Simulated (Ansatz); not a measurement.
Relaxation of closo-2-NB4 (H on N) (B4NH5) with RKS r2SCAN-D4/def2-SVP.

```sh
$ ansatz run in.yaml --threads 2 --pin off --events-out ev --progress --plain --max-ram 4352MiB
```

```yaml
crystal:
  periodic: [false, false, false]
  atoms:
    - {symbol: B, position_ang: [0.595510, -0.929770, -0.155170]}
    - {symbol: B, position_ang: [0.705390, 0.683870, -0.781810]}
    - {symbol: B, position_ang: [-0.725420, -0.789410, 0.653100]}
    - {symbol: B, position_ang: [-0.745870, 0.127620, -0.820010]}
    - {symbol: N, position_ang: [0.087610, 0.468700, 0.568970]}
    - {symbol: H, position_ang: [0.208350, 1.107310, 1.343240]}
    - {symbol: H, position_ang: [1.625040, -1.470870, -0.137660]}
    - {symbol: H, position_ang: [1.584230, 1.419310, -1.003770]}
    - {symbol: H, position_ang: [-1.509690, -1.022790, 1.485640]}
    - {symbol: H, position_ang: [-1.825150, 0.406030, -1.152530]}
basis:
  gaussian: {orbitals: def2-SVP}
hamiltonian: {xc: r2scan, dispersion: d4}
scf: {omitted_lower_state_checks: [starts]}
output: {orbitals: {seedname: orbitals}}
relax: {f_tol: 0.02, max_steps: 100}
```

Hardware: 2 threads of Arm Neoverse V2 on a shared host. Wall time 17 s.

Positions (Å) and forces (eV/Å) at steps 1, 2, 3, 4, 5, 6 of 6:

```xyz
10
step=1 energy=-4268.9056 eV
B     0.596   -0.930   -0.155   -0.119    0.067   -0.806
B     0.705    0.684   -0.782    1.070    0.609   -0.518
B    -0.725   -0.789    0.653   -1.040   -0.462    0.692
B    -0.746    0.128   -0.820   -0.020   -0.813   -0.090
N     0.088    0.469    0.569    0.079    0.423    0.510
H     0.208    1.107    1.343    0.062    0.342    0.416
H     1.625   -1.471   -0.138    0.728   -0.431   -0.075
H     1.584    1.419   -1.004    0.508    0.391   -0.254
H    -1.510   -1.023    1.486   -0.481   -0.249    0.424
H    -1.825    0.406   -1.153   -0.788    0.123   -0.298
10
step=2 energy=-4269.0477 eV
B     0.589   -0.925   -0.164    0.085   -0.141   -0.416
B     0.728    0.705   -0.777    0.453    0.267   -0.277
B    -0.743   -0.786    0.679   -0.450   -0.252    0.291
B    -0.741    0.117   -0.818   -0.178   -0.362   -0.188
N     0.090    0.480    0.582    0.087    0.464    0.561
H     0.211    1.124    1.364    0.017    0.100    0.122
H     1.630   -1.494   -0.178    0.180   -0.119   -0.003
H     1.622    1.445   -1.022    0.122    0.077   -0.087
H    -1.546   -1.040    1.514   -0.122   -0.082    0.080
H    -1.841    0.373   -1.181   -0.194    0.049   -0.084
10
step=3 energy=-4269.0787 eV
B     0.587   -0.923   -0.172    0.066   -0.085   -0.101
B     0.739    0.719   -0.774    0.003    0.007    0.000
B    -0.751   -0.784    0.695   -0.002    0.000    0.007
B    -0.740    0.109   -0.818   -0.095   -0.071   -0.084
N     0.093    0.495    0.601    0.032    0.165    0.198
H     0.214    1.142    1.385   -0.004   -0.017   -0.020
H     1.630   -1.508   -0.197   -0.013   -0.004    0.027
H     1.640    1.452   -1.043   -0.007   -0.013   -0.009
H    -1.566   -1.059    1.520    0.003   -0.007   -0.015
H    -1.846    0.357   -1.198    0.018    0.025   -0.002
10
step=4 energy=-4269.0805 eV
B     0.589   -0.925   -0.175    0.031   -0.012   -0.037
B     0.738    0.720   -0.773   -0.011    0.000    0.040
B    -0.749   -0.783    0.696    0.018    0.037    0.005
B    -0.742    0.106   -0.819   -0.039   -0.029   -0.010
N     0.093    0.499    0.606    0.004    0.016    0.018
H     0.215    1.146    1.390   -0.002   -0.010   -0.011
H     1.630   -1.512   -0.194   -0.018   -0.003    0.013
H     1.639    1.451   -1.048   -0.008   -0.006   -0.006
H    -1.566   -1.063    1.518    0.006   -0.005   -0.008
H    -1.846    0.361   -1.201    0.020    0.011   -0.004
10
step=5 energy=-4269.0801 eV rejected
B     0.596   -0.913   -0.183   -0.055    0.018    0.012
B     0.743    0.712   -0.771   -0.114   -0.068    0.061
B    -0.756   -0.779    0.689    0.112    0.055   -0.076
B    -0.749    0.097   -0.808    0.060   -0.001    0.011
N     0.093    0.499    0.606    0.001    0.001    0.000
H     0.215    1.146    1.390    0.000    0.000    0.000
H     1.604   -1.544   -0.160    0.105   -0.067    0.005
H     1.606    1.475   -1.066    0.065    0.042   -0.017
H    -1.534   -1.090    1.533   -0.060   -0.016    0.049
H    -1.820    0.397   -1.231   -0.112    0.035   -0.045
10
step=6 energy=-4269.0816 eV
B     0.593   -0.920   -0.180    0.004   -0.002    0.003
B     0.738    0.717   -0.770   -0.006    0.003    0.005
B    -0.750   -0.779    0.693    0.007    0.003    0.002
B    -0.747    0.101   -0.815   -0.004    0.004    0.000
N     0.094    0.500    0.607   -0.001   -0.007   -0.010
H     0.215    1.147    1.391    0.000   -0.001   -0.001
H     1.621   -1.530   -0.178   -0.002   -0.004    0.003
H     1.624    1.461   -1.057   -0.001    0.001    0.000
H    -1.551   -1.076    1.524    0.001   -0.001    0.001
H    -1.837    0.379   -1.217    0.002    0.004   -0.003
```

Another isomer (singlet) lies 2.15 eV lower at PBE0-D4/def2-TZVP; other spin states weren't run for this one.
